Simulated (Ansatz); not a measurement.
Input file for Ansatz (a quantum-chemistry and plane-wave program): U-CCSD(T)/cc-pV(D+d)Z on AlN, 2S+1 = 3, a point of a bond scan (R = 1.613 Å). Files ending in .json are basis or fitting sets from the Basis Set Exchange.

Ansatz 0.2 input:
```yaml
crystal:
  periodic: [false, false, false]
  atoms:
    - {symbol: Al, position_ang: [-0.00000000, -0.00000000, -0.62738212]}
    - {symbol: N, position_ang: [0.00000000, 0.00000000, 0.98588619]}
basis:
  gaussian:
    orbitals: cc-pV_D+d_Z.json
magnetization: {spin_polarized: true, initial_magnetization: 2}
correlation: {method: ccsd_t, electrons: outside_noble_gas}
scf: {omitted_lower_state_checks: [cluster_reference]}
```

Output:

```
Functional definition: HF
[...]
these checks for a lower state are left out or cut short: cluster_reference
integrals: 0.01 GiB planned
385 factors; integrals over basis functions are off by at most 1.4e-3 eV
mean field: 0.07 GiB planned
mean field evaluation 1: about -8058.6920 eV, gradient 2.0e1 eV
mean field evaluation 2: about -8058.6937 eV, gradient 2.0e1 eV
mean field evaluation 4: about -8061.1697 eV, gradient 2.2e0 eV
mean field evaluation 8: about -8061.4996 eV, gradient 2.5e-1 eV
mean field evaluation 16: about -8061.5270 eV, gradient 6.7e-1 eV
mean field evaluation 32: about -8061.5022 eV, gradient 2.3e-2 eV
mean field evaluation 64: about -8061.5298 eV, gradient 4.6e-1 eV
mean field evaluation 96: about -8061.5038 eV, gradient 1.9e-2 eV
mean field evaluation 128: about -8059.7350 eV, gradient 1.7e1 eV
mean field -8061.61484949 eV, -296.2588813599 hartree, gradient 2.5e-6 eV, S^2 2.188317; 14 other end points of the search recorded, 0 dependent functions left out
6 core orbitals not correlated
reference -8061.61484949 eV, -296.2588813599 hartree; 5, 3 occupied and 26, 28 virtual orbitals, 385 factors
second order -3.69634023 eV of doubles, -0.00000000 eV of singles
coupled cluster: 0.06 GiB planned
cycle   1  -4.21020423 eV  change   -5.1e-1 eV  update   8.5e-2
cycle   2  -4.50064489 eV  change   -2.9e-1 eV  update   4.8e-2
cycle   3  -4.59481397 eV  change   -9.4e-2 eV  update   3.2e-2
cycle   4  -4.61749744 eV  change   -2.3e-2 eV  update   2.2e-2
cycle   5  -4.64034551 eV  change   -2.3e-2 eV  update   1.8e-2
cycle   6  -4.65235624 eV  change   -1.2e-2 eV  update   1.7e-2
cycle   7  -4.68051166 eV  change   -2.8e-2 eV  update   1.6e-2
cycle   8  -4.73483981 eV  change   -5.4e-2 eV  update   1.5e-2
cycle   9  -4.74769512 eV  change   -1.3e-2 eV  update   1.1e-2
cycle  10  -4.79805224 eV  change   -5.0e-2 eV  update   8.9e-3
cycle  11  -4.79448412 eV  change    3.6e-3 eV  update   5.3e-3
cycle  12  -4.80607266 eV  change   -1.2e-2 eV  update   3.4e-3
cycle  13  -4.80493599 eV  change    1.1e-3 eV  update   1.5e-3
cycle  14  -4.81005681 eV  change   -5.1e-3 eV  update   1.2e-3
cycle  15  -4.80863384 eV  change    1.4e-3 eV  update   6.2e-4
cycle  16  -4.80893696 eV  change   -3.0e-4 eV  update   2.3e-4
cycle  17  -4.80903269 eV  change   -9.6e-5 eV  update   1.1e-4
cycle  18  -4.80889764 eV  change    1.4e-4 eV  update   5.1e-5
cycle  19  -4.80892037 eV  change   -2.3e-5 eV  update   2.1e-5
cycle  20  -4.80892277 eV  change   -2.4e-6 eV  update   1.1e-5
cycle  21  -4.80892468 eV  change   -1.9e-6 eV  update   5.9e-6
coupled cluster: 0.06 GiB planned
perturbative correction -0.22653884 eV, -0.0083251489 hartree
Total energy: -8066.65031301 eV, -296.4439312310 hartree
Checks for a lower state left out: cluster_reference
```

The run converged. Its determinant has ⟨S²⟩ = 2.19, a mixture of spin states.

Cost: around 4 core-seconds (rough).
